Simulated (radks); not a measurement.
Ga16+, 15 electrons, occupied as [Ne] 3s2 3p3. Method: Dirac Kohn-Sham, LDA (Slater exchange, Perdew-Wang correlation), spin-unpolarised, spherical densities, point nucleus; open shells fill j = l - 1/2 first; computed with a radial shooting solver on a logarithmic mesh with Libxc functionals. Some entries of the table are withheld. Estimate them.

| orbital | occ. | eigenvalue (eV) | r(max) (bohr) |
|---|---|---|---|
| 1s1/2 | 2 | -10793.27 | 0.03183 |
| 2s1/2 | 2 | -1833.652 | (1) |
| 2p1/2 | 2 | -1694.024 | 0.1440 |
| 2p3/2 | 4 | -1666.003 | 0.1468 |
| 3s1/2 | 2 | -622.8517 | (2) |
| 3p1/2 | 2 | (3) | (4) |
| 3p3/2 | 1 | (5) | (6) |

Answer. 
(1) 2s1/2 r(max) (bohr): 0.1822
(2) 3s1/2 r(max) (bohr): 0.5194
(3) 3p1/2 eigenvalue (eV): -577.0287
(4) 3p1/2 r(max) (bohr): 0.5026
(5) 3p3/2 eigenvalue (eV): -571.2552
(6) 3p3/2 r(max) (bohr): 0.5083
